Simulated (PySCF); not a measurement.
H$_{4}$AlO$_{4}$, charge -1, singlet, at a GFN2-xTB geometry (such geometries of metal compounds can be far from the true shape) (in this run its highest filled SCF level lies above zero, so its values depend strongly on the basis, on diffuse functions most of all). Base run: PySCF with BLYP/3-21G.

Input for PySCF:
```python
from pyscf import gto, scf, dft

mol = gto.M(
    atom='''
Al   -0.00000000   -0.00000000   -0.00000000
O     1.60013122   -0.41861514   -0.56945509
H     1.76427401   -0.41833359   -1.50225942
O     0.11470341    0.26263230    1.72563179
H     0.83851758    0.77410115    2.05963706
O    -0.51994549    1.40745130   -0.89926369
H    -1.43029173    1.66471842   -0.85289347
O    -1.19488915   -1.25146846   -0.25691301
H    -1.17249985   -2.02048599    0.29551583
''',
    basis='3-21g',
    charge=-1,
    verbose=4,
)

mf = dft.RKS(mol)
mf.xc = 'blyp'
mf.kernel()
mf.analyze()
```

The base run was repeated with changes; each row names its change, and settings that it needs were set with it.

| change | E (Eh) | HOMO (eV) | HOMO-LUMO gap (eV) |
|---|---|---|---|
| base | -542.86058 | 0.63 | 5.40 |
| functional = tpss | -542.97653 | 0.34 | 6.01 |
| functional = b97-1 | ___ | ___ | ___ |
| functional = r2scan | -542.75099 | 0.08 | 6.66 |
| functional = m062x | -542.79758 | -3.22 | 11.16 |
| functional = wb97x | -542.85860 | -3.78 | 13.12 |
| functional = b3lyp; dispersion = d3zero | ___ | -1.01 | 7.66 |
| functional = tpssh | ___ | ___ | ___ |
| functional = b3lyp | -542.95919 | -1.01 | 7.66 |
| functional = bhandhlyp | -542.81372 | -3.16 | 10.97 |
| functional = o3lyp | -542.80793 | -0.42 | 6.93 |
| functional = pw6b95 | -543.49347 | -1.50 | 8.53 |
| functional = m06 | -542.86096 | -1.11 | 8.62 |

Problem. Complete the blanks.

Solution. 
- functional = b97-1, E (Eh): -542.82380
- functional = b97-1, HOMO (eV): -1.02
- functional = b97-1, HOMO-LUMO gap (eV): 7.93
- functional = b3lyp; dispersion = d3zero, E (Eh): -542.96308
- functional = tpssh, E (Eh): -542.94507
- functional = tpssh, HOMO (eV): -0.39
- functional = tpssh, HOMO-LUMO gap (eV): 7.10

Totals shift with the method and basis; they matter in differences.
